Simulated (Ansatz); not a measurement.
Job for Ansatz (a quantum-chemistry and plane-wave program): FCI/cc-pV(D+d)Z on SH (SMILES [SH+]), 2S+1 = 1, a spin state set in the input, which need not be the lowest. Charge +1. Files ending in .json are basis or fitting sets from the Basis Set Exchange.

Ansatz 0.2 input:
```yaml
crystal:
  periodic: [false, false, false]
  atoms:
    - {symbol: S, position_ang: [-0.00000000, -0.00000000, -0.08067466]}
    - {symbol: H, position_ang: [0.00000000, 0.00000000, 1.29079460]}
basis:
  gaussian:
    orbitals: cc-pV_D+d_Z.json
total_charge: 1
magnetization: {spin_polarized: false}
correlation: {method: fci, electrons: outside_noble_gas}
```

The log:

```
WARN ansatz: RAYON_NUM_THREADS=2 ignored (pool sized by the plan → 2); use --threads N
Functional definition: HF
integrals: 0.01 GiB planned
473 factors; integrals over basis functions are off by at most 1.8e-7 eV
mean field: 0.06 GiB planned
mean field evaluation 1: about -10820.8352 eV, gradient 7.4e0 eV
mean field evaluation 2: about -10820.8354 eV, gradient 7.4e0 eV
mean field evaluation 4: about -10820.9925 eV, gradient 4.7e-1 eV
mean field evaluation 8: about -10820.9933 eV, gradient 8.3e-4 eV
mean field evaluation 16: about -10820.9933 eV, gradient 1.7e-6 eV
mean field -10820.99332648 eV, -397.6641700153 hartree, gradient 5.5e-6 eV, S^2 0.000000; 2 other end points of the search recorded, 0 dependent functions left out; unrestricted orbitals would lower it
mean field evaluation 32: about -10822.8475 eV, gradient 3.1e-4 eV
unrestricted determinant -10822.84754086 eV, -397.7323111372 hartree, S^2 1.0241
5 core orbitals not correlated
reference -10820.99332648 eV, -397.6641700153 hartree; 3, 3 occupied and 20, 20 virtual orbitals, 473 factors
configuration interaction: 0.30 GiB planned
state -10825.17252153 eV, -397.8177526008 hartree
Total energy: -10825.17252153 eV, -397.8177526008 hartree
```

Self-consistency was reached.

Cost: very roughly 2.1 core-seconds.
